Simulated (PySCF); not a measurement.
# Bond lengths and vibrations by method: BCH4O cation

Calculated results; nothing here was measured. They come from PySCF 2.14.0, an open-source quantum chemistry program, on an isolated molecule that a program drew, which may never have been made. The molecule is BCH4O cation (charge +1, singlet), drawn as the SMILES string `[BH+]OC`.

The geometry was optimised and harmonic frequencies were computed with HF and MP2, all in the cc-pVDZ basis, for the commonest isotopes, with a restricted reference for singlets and an unrestricted one otherwise, and a frozen core in MP2. Each result is a local minimum of its method.

Geometry at the HF minimum:
```xyz
7
BCH4O cation, angstrom
B    -2.4447   -0.5124   -0.4365
O    -1.4219   -1.0441   -0.7863
C    -0.1564   -1.7008   -1.2198
H    -3.4373    0.0041   -0.0975
H     0.6118   -0.9499   -1.0912
H    -0.3187   -1.9759   -2.2534
H    -0.0386   -2.5521   -0.5627
```

Lengths of the bonds as drawn, in Å (atoms numbered as above):
```
 bond     HF    MP2
B1-O2  1.205  1.225
O2-C3  1.490  1.487
B1-H4  1.169  1.178
C3-H5  1.082  1.095
C3-H6  1.082  1.095
C3-H7  1.082  1.095
```

Rotational constants, in GHz:
```
constant,HF,MP2
A,153.4,149.9
B,8.694,8.586
C,8.694,8.586
```

Harmonic frequencies in cm^-1, each column in rising order, so a row needn't be the same motion in every method:
```
rank,HF,MP2
1,149,153
2,150,153
3,711,739
4,829,747
5,829,747
6,1247,1177
7,1247,1177
8,1534,1447
9,1568,1477
10,1568,1477
11,1943,1851
12,3027,?
13,3272,3152
14,3424,3310
15,3424,3310
```

**Estimate the missing MP2 frequency from the HF column.**

A single factor s that minimises the squared misfit of MP2 against s times HF over the other rows is sum(HF x MP2) / sum(HF^2) = 0.9590, with an rms misfit of 30 cm^-1. For rank 12 it gives 0.9590 x 3027 = 2903 cm^-1. The calculation gives 2942 cm^-1, 39 cm^-1 above the estimate. The drawn bonds are on average 1.0 % longer in MP2 than in HF.
